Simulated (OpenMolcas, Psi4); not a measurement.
# GaSiH4F (SMILES [F][GaH][SiH3]): the vertical energy of the triplet above the singlet, rung by rung

GaSiH4F: 7 atoms, total charge 0, spin state singlet. SMILES: `[F][GaH][SiH3]`. The shape is that of a PBE0-D4/def2-TZVP optimisation.

Each level gives the vertical energy of the triplet above the singlet (eV). The values are calculated.

```json
{"level": "SVWN5/def2-SVP", "kind": "LDA", "program": "OpenMolcas", "value (eV)": "3.98", "CPU time (all runs)": "25 s"}
{"level": "BLYP/def2-SVP", "kind": "GGA", "program": "OpenMolcas", "value (eV)": "4.00", "CPU time (all runs)": "40 s"}
{"level": "PBE/def2-SVP", "kind": "GGA", "program": "OpenMolcas", "value (eV)": "3.94", "CPU time (all runs)": "44 s"}
{"level": "revPBE/def2-SVP", "kind": "GGA", "program": "OpenMolcas", "value (eV)": "3.94", "CPU time (all runs)": "44 s"}
{"level": "TPSS/def2-SVP", "kind": "meta-GGA", "program": "OpenMolcas", "value (eV)": "4.03", "CPU time (all runs)": "61 s"}
{"level": "B3LYP/def2-SVP", "kind": "global hybrid", "program": "OpenMolcas", "value (eV)": "4.22", "CPU time (all runs)": "41 s"}
{"level": "BHLYP/def2-SVP", "kind": "global hybrid", "program": "OpenMolcas", "value (eV)": "4.46", "CPU time (all runs)": "37 s"}
{"level": "B2PLYP/def2-SVP (density fitting for correlation)", "kind": "double hybrid", "program": "Psi4", "value (eV)": "4.38", "CPU time (all runs)": "37 s"}
```

All-electron rows without a relativistic Hamiltonian named are non-relativistic. The values span 3.94 to 4.46 eV. Times are those of the runs behind each value, whatever else they computed, on shared processors of several kinds: orders of magnitude only.
